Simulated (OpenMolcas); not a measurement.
O2+: effect of the basis set

```yaml
Program: OpenMolcas
Method: CASSCF
Active_space: 4 electrons in 8 orbitals (2s 2p 3s 3p)
State_averaging: 2S+1 = 3 even, 3 roots; 2S+1 = 1 even, 11 roots; 2S+1 = 5 odd, 1 root; 2S+1 = 3 odd, 9 roots; 2S+1 = 1 odd, 8 roots
Spin-orbit_coupling: RASSI with atomic mean-field integrals over the reference wave functions, term energies averaged over their components
```

A. ANO-RCC-VTZP [4s3p2d1f], DKH2, point nucleus; cost of the order of 17 core-seconds
B. ANO-RCC-VQZP [5s4p3d2f1g], DKH2, point nucleus; cost of the order of 27 core-seconds
C. ANO-RCC [8s7p4d3f2g], DKH2, point nucleus; cost about 17 core-seconds

Energies in cm-1 above 2s2 2p2 3P0, the measured ground level; measured values from Moore, Selected Tables of Atomic Spectra, NSRDS-NBS 3, section 11.

| Level | A | B | C | Measured |
| --- | --- | --- | --- | --- |
| 2s2 2p2 3P0 | 0.0 | 0.0 | 0.0 | 0.0 |
| 2s2 2p2 3P1 | 109 | 108 | 108 | 113 |
| 2s2 2p2 3P2 | 323 | 317 | 319 |  |
| 2s2 2p2 1D2 | 22867 | 22988 | 22939 | 20273 |
| 2s2 2p2 1S0 | 39697 | 39659 | 39581 | 43186 |
| 2s 2p3 5S* 2 | 51146 | 50321 | 50344 | 60325 |
| 2s 2p3 3D* 1 | 123295 | 123212 | 123159 |  |
| 2s 2p3 3D* 2 | 123302 | 123217 | 123164 |  |
| 2s 2p3 3D* 3 | 123313 | 123226 | 123174 |  |
| 2s 2p3 3P* 0 | 143492 | 143610 | 143517 |  |
| 2s 2p3 3P* 1 | 143499 | 143616 | 143523 |  |
| 2s 2p3 3P* 2 | 143514 | 143628 | 143535 |  |
| 2s 2p3 1D* 2 | 201608 | 201571 | 201424 | 187054 |
| 2s 2p3 3S* 1 | 207617 | 207954 | 207844 | 197088 |
| 2s 2p3 1P* 1 | 221436 | 221458 | 221304 | 210462 |

Deviations, from unrounded energies. A percentage is the sum of absolute deviations over the sum of measured energies, with the sign that they share, or ± where signs differ.

```
                        Against measurement  Levels     A     B     C
             mean absolute deviation (cm-1)       7  7300  7500  7500
      fine structure of the ground term (%)       1  -3.3  -4.9  -4.5
other terms of the ground configuration (%)       2  ±9.6  ±9.8  ±9.9
                   other configurations (%)       4  ±6.9  ±7.1  ±7.0
```

A, B, C lie about equally close to measurement. The largest miss of A in the table is 2s 2p3 1D* 2, by +15000 cm-1. The ranking rests on the paired levels alone, and a cruder setting can come out closer through cancelling errors.

Among A to C the level of the table that moves most is 2s 2p3 5S* 2, by 830 cm-1 (lowest in B, highest in A).

Active for correlation alone: 3p 3s; no level in the range computed is led by a configuration that fills them, so any true level of that kind is missing. Measured partners are found by configuration, term and J. A level has none where our copy of the source lacks it or the pairing is in doubt (some pairs that miss far off the trend of their configuration count as doubtful), and it then counts in no deviation. Levels of configurations outside the active space are missing. The table leaves out levels that lie high or whose names do not pair safely across all columns.

* marks odd parity.
